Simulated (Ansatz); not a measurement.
Ba3⁻. Charge -1, multiplicity 4. Geometry PBE0/def2-TZVPD; atoms count from 1.

Cartesian coordinates in Å:
```
Ba -2.075 -1.233 -0.541
Ba 1.014 0.200 2.264
Ba 1.061 1.033 -1.723
```

In the def2 sets Ba takes a core potential; there is no spin–orbit coupling. The charge -1 quartet is spin-contaminated (final ⟨S²⟩ up to 3.96, 3.75 for a pure state). At PBE0/def2-TZVPD a doublet of charge -1 lies 0.27 eV below the quartet, each at its own geometry. That doublet is doubtful there (⟨S²⟩ 1.12, where a pure state has 0.75). The structure comes from a short search, and lower isomers may exist.

Problem. Estimate the Mulliken populations from the PBE0/def2-TZVPD orbitals of Ansatz.

Solution. 
```
atom  charge (e)  spin (α − β)
 Ba1       -0.25          0.73
 Ba2       -0.26          0.69
 Ba3       -0.49          1.58
```
Mulliken values and Mayer orders depend strongly on the basis. With diffuse functions, as here, like atoms can get unlike values, and bond orders can come out too low or too high.

Problem. Where does the spin sit?

Solution. Summed by element: Ba 3.00, of 3 unpaired in all. Largest on single atoms: Ba3 1.58, Ba1 0.73, Ba2 0.69.

Problem. And the Mayer bond orders between bonded heavy atoms (over 0.3)?

Solution. Ba1–Ba2 1.41 (4.41 Å); Ba1–Ba3 1.53 (4.04 Å); Ba2–Ba3 1.51 (4.07 Å).
